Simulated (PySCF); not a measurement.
Method: PBE0 in PySCF with Ca def2-TZVP; no relativity; density-fitted integrals.

```xyz
3
charge 0 multiplicity 1, angstrom
Ca    0.0000    2.2598    0.0000
Ca    1.9570   -1.1299    0.0000
Ca   -1.9571   -1.1299    0.0000
```

Ca3 (singlet), along the line from Ca1 (at 0) through Ca2 (at 3.914 Å).

Question: Tabulate the fields along this line at -1.17, -0.98, -0.78, -0.59, -0.39, -0.20, 0.20, 0.39, 0.59, 0.78, 0.98, 1.17, 1.37, 1.57, 1.76, 1.96, 2.15, 2.35, 2.54, 2.74, 2.94, 3.13, 3.33, 3.52, 3.72, 4.11, 4.31, 4.50, 4.70, 4.89, 5.09, 5.28, 5.48, 5.68, 5.87, 6.07, 6.26 Å.

Answer: 
```
distance (Å)  electron density (e/Å³)  electron localisation function  electrostatic potential (V)
       -1.17                    0.133                           0.141                         10.3
       -0.98                    0.382                           0.502                         16.3
       -0.78                      1.2                           0.822                         28.8
       -0.59                     3.34                           0.874                         61.3
       -0.39                     6.22                           0.267                          160
       -0.20                     71.8                           0.815                          560
        0.20                     71.9                           0.815                          560
        0.39                     6.17                           0.264                          160
        0.59                     3.29                           0.872                         61.3
        0.78                     1.18                             0.8                         28.6
        0.98                    0.383                           0.396                         15.7
        1.17                     0.15                           0.103                         9.42
        1.37                   0.0905                            0.12                         5.87
        1.57                    0.075                           0.377                         3.75
        1.76                     0.07                           0.683                         2.62
        1.96                   0.0687                           0.769                         2.25
        2.15                     0.07                           0.683                         2.62
        2.35                    0.075                           0.377                         3.75
        2.54                   0.0905                            0.12                         5.87
        2.74                     0.15                           0.103                         9.42
        2.94                    0.383                           0.396                         15.7
        3.13                     1.18                             0.8                         28.6
        3.33                     3.29                           0.872                         61.3
        3.52                     6.17                           0.264                          160
        3.72                     71.9                           0.815                          560
        4.11                     71.8                           0.815                          560
        4.31                     6.22                           0.267                          160
        4.50                     3.34                           0.874                         61.3
        4.70                      1.2                           0.822                         28.8
        4.89                    0.382                           0.502                         16.3
        5.09                    0.133                           0.141                         10.3
        5.28                    0.062                          0.0766                         6.81
        5.48                   0.0392                           0.149                         4.61
        5.68                   0.0285                           0.383                         3.14
        5.87                   0.0214                           0.689                         2.15
        6.07                   0.0159                           0.869                         1.47
        6.26                   0.0117                           0.923                         1.01
```

On a grid of 0.20 Å the density has a local minimum along the bond near 1.96 Å from Ca, at 0.07 e/Å³, where the ELF is 0.77.
